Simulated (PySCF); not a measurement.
C4H13BOSi, SMILES C[Si](B(C)C)(O)C, GFN2-xTB optimised geometry.

```
20

Si    -0.55     0.58     0.00
C     -1.12    -0.14     1.69
C      1.36     0.58     0.00
O     -0.86     2.20     0.00
B     -1.39    -0.38    -1.51
C     -0.86    -1.78    -1.98
C     -2.64     0.24    -2.25
H     -2.20    -0.14     1.79
H     -0.79    -1.17     1.81
H     -0.71     0.43     2.52
H      1.75    -0.43     0.10
H      1.75     1.00    -0.92
H      1.75     1.17     0.82
H     -1.75     2.53     0.08
H     -1.19    -2.08    -2.98
H     -1.23    -2.53    -1.29
H      0.23    -1.86    -1.95
H     -3.37     0.67    -1.56
H     -3.17    -0.44    -2.91
H     -2.29     1.07    -2.86
```

Density from CAM-B3LYP/def2-SVP (PySCF) at that geometry.

Minimum of the electron density along straight lines between bonded atoms, close to the bond critical point (lines longer than 1.1 times the sum of covalent radii, or with two minima, are not listed):

```json
[
 {"bond": "Si1–C2", "length / Å": "1.922", "ρ at the minimum / e bohr⁻³": "0.107", "∇²ρ there / e bohr⁻⁵": "0.30", "position (fraction from the first atom)": "0.38"},
 {"bond": "Si1–C3", "length / Å": "1.909", "ρ at the minimum / e bohr⁻³": "0.111", "∇²ρ there / e bohr⁻⁵": "0.32", "position (fraction from the first atom)": "0.38"},
 {"bond": "Si1–O4", "length / Å": "1.654", "ρ at the minimum / e bohr⁻³": "0.121", "∇²ρ there / e bohr⁻⁵": "0.96", "position (fraction from the first atom)": "0.41"},
 {"bond": "Si1–B5", "length / Å": "1.974", "ρ at the minimum / e bohr⁻³": "0.118", "∇²ρ there / e bohr⁻⁵": "0.13", "position (fraction from the first atom)": "0.37"},
 {"bond": "B5–C6", "length / Å": "1.575", "ρ at the minimum / e bohr⁻³": "0.180", "∇²ρ there / e bohr⁻⁵": "-0.13", "position (fraction from the first atom)": "0.32"},
 {"bond": "B5–C7", "length / Å": "1.578", "ρ at the minimum / e bohr⁻³": "0.179", "∇²ρ there / e bohr⁻⁵": "-0.13", "position (fraction from the first atom)": "0.32"},
 {"bond": "C2–H8", "length / Å": "1.087", "ρ at the minimum / e bohr⁻³": "0.270", "∇²ρ there / e bohr⁻⁵": "-0.96", "position (fraction from the first atom)": "0.62"},
 {"bond": "C2–H9", "length / Å": "1.085", "ρ at the minimum / e bohr⁻³": "0.272", "∇²ρ there / e bohr⁻⁵": "-0.98", "position (fraction from the first atom)": "0.62"},
 {"bond": "C2–H10", "length / Å": "1.086", "ρ at the minimum / e bohr⁻³": "0.272", "∇²ρ there / e bohr⁻⁵": "-0.98", "position (fraction from the first atom)": "0.63"},
 {"bond": "C3–H11", "length / Å": "1.085", "ρ at the minimum / e bohr⁻³": "0.272", "∇²ρ there / e bohr⁻⁵": "-0.97", "position (fraction from the first atom)": "0.62"},
 {"bond": "C3–H12", "length / Å": "1.085", "ρ at the minimum / e bohr⁻³": "0.272", "∇²ρ there / e bohr⁻⁵": "-0.98", "position (fraction from the first atom)": "0.63"},
 {"bond": "C3–H13", "length / Å": "1.085", "ρ at the minimum / e bohr⁻³": "0.272", "∇²ρ there / e bohr⁻⁵": "-0.99", "position (fraction from the first atom)": "0.63"},
 {"bond": "O4–H14", "length / Å": "0.952", "ρ at the minimum / e bohr⁻³": "0.356", "∇²ρ there / e bohr⁻⁵": "-2.40", "position (fraction from the first atom)": "0.82"},
 {"bond": "C6–H15", "length / Å": "1.089", "ρ at the minimum / e bohr⁻³": "0.272", "∇²ρ there / e bohr⁻⁵": "-0.98", "position (fraction from the first atom)": "0.62"},
 {"bond": "C6–H16", "length / Å": "1.092", "ρ at the minimum / e bohr⁻³": "0.264", "∇²ρ there / e bohr⁻⁵": "-0.92", "position (fraction from the first atom)": "0.62"},
 {"bond": "C6–H17", "length / Å": "1.088", "ρ at the minimum / e bohr⁻³": "0.271", "∇²ρ there / e bohr⁻⁵": "-0.98", "position (fraction from the first atom)": "0.62"},
 {"bond": "C7–H18", "length / Å": "1.090", "ρ at the minimum / e bohr⁻³": "0.269", "∇²ρ there / e bohr⁻⁵": "-0.95", "position (fraction from the first atom)": "0.62"},
 {"bond": "C7–H19", "length / Å": "1.088", "ρ at the minimum / e bohr⁻³": "0.273", "∇²ρ there / e bohr⁻⁵": "-0.99", "position (fraction from the first atom)": "0.62"},
 {"bond": "C7–H20", "length / Å": "1.092", "ρ at the minimum / e bohr⁻³": "0.265", "∇²ρ there / e bohr⁻⁵": "-0.93", "position (fraction from the first atom)": "0.62"}
]
```
